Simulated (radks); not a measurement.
Q: The mean radii <r> (bohr) of the occupied orbitals of an atom or ion are listed with their occupations. All-electron calculation, scalar-relativistic Kohn-Sham, PBEsol, spin-polarised, spherical densities, finite nucleus; Fermi nuclear charge, rms radius of each element as measured or else 0.836 A^(1/3) + 0.57 fm. Program: a radial shooting solver on a logarithmic mesh with Libxc functionals.

| orbital | occ. | <r> |
|---|---|---|
| 1s up | 1 | 0.02319 |
| 1s down | 1 | 0.02319 |
| 2s up | 1 | 0.09896 |
| 2s down | 1 | 0.09895 |
| 2p up | 3 | 0.08710 |
| 2p down | 3 | 0.08708 |
| 3s up | 1 | 0.2595 |
| 3s down | 1 | 0.2593 |
| 3p up | 3 | 0.2573 |
| 3p down | 3 | 0.2572 |
| 3d up | 5 | 0.2342 |
| 3d down | 5 | 0.2341 |
| 4s up | 1 | 0.5576 |
| 4s down | 1 | 0.5578 |
| 4p up | 3 | 0.5775 |
| 4p down | 3 | 0.5780 |
| 4d up | 4 | 0.5948 |

Name the element and its charge. Open shells, if any, are filled with parallel spins first.

A: Z = 61, promethium, charge +21: Pm21+ in [Kr] 4d4. The 1s radius gives Z: for a bare nucleus <r> = (2 gamma + 1)/(2Z) with gamma = sqrt(1 - (Z/c)^2), 0.02288 bohr for Z = 61, and screening makes it slightly larger (0.02319 here). The occupations add up to 40, and the charge is Z minus that.
